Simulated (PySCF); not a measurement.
Two species compared at the same levels of theory.

First species: C4H11ClSi2.
SMILES with atom numbers: `[CH2:1]=[CH:2][CH2:3][SiH2:4][SiH2:5][CH2:6][Cl:7]` (hydrogens: H8, H9 on C1; H10 on C2; H11, H12 on C3; H13, H14 on Si4; H15, H16 on Si5; H17, H18 on C6)

Second species: C3H10N2Si2.
SMILES: `C=C[Si@@H]1N[SiH2]N1C`

Levels: PBE0/pcSseg-1 for dipole moment, HOMO energy, LUMO energy and HOMO–LUMO gap; GFN2-xTB for rotational constant A and rotational constant C. Geometries: GFN2-xTB. Each species is one conformer at its optimised geometry, gas phase, non-relativistic unless stated. Electronic properties by PySCF.

Dipoles, sizes and rotational constants follow the conformer. The torsions of the flexible species, by atom-mapped SMILES:
- `[CH2:1]=[CH:2][CH2:3][SiH2:4][SiH2:5][CH2:6][Cl:7]`: C1–C2–C3–Si4 104°, C2–C3–Si4–Si5 -64°, C3–Si4–Si5–C6 69°, Si4–Si5–C6–Cl7 51°
- `[CH2:1]=[CH:2][Si@@H:3]1[NH:4][SiH2:5][N:6]1[CH3:7]`: C1–C2–Si3–N4 -139°

Values for the first species:

- Dipole moment: 1.74 D
- HOMO energy: -7.29 eV
- LUMO energy: -0.17 eV
- HOMO–LUMO gap: 7.12 eV
- Rotational constant A: 1.597 GHz
- Rotational constant C: 0.803 GHz

Q: Estimate the same properties for the second species, and the change in each.

A: 
| property | first | second | second less first |
| --- | --- | --- | --- |
| dipole moment | 1.74 D | 0.51 D | -1.23 D |
| HOMO energy | -7.29 eV | -6.31 eV | +0.98 eV |
| LUMO energy | -0.17 eV | -0.74 eV | -0.57 eV |
| HOMO–LUMO gap | 7.12 eV | 5.57 eV | -1.55 eV |
| rotational constant A | 1.597 GHz | 3.114 GHz | +1.517 GHz |
| rotational constant C | 0.803 GHz | 0.999 GHz | +0.196 GHz |

On the first: A dipole of 1.74 D is allowed in C1, and pure rotational transitions are dipole-allowed. The dipole matches unit charges of opposite sign 0.36 Å apart (1 e·Å = 4.8032 D).

On the second: A dipole of 0.51 D is allowed in C1, and pure rotational transitions are dipole-allowed. The dipole equals about 1.7 × 10⁻³⁰ C·m (1 D = 3.33564 × 10⁻³⁰ C·m).
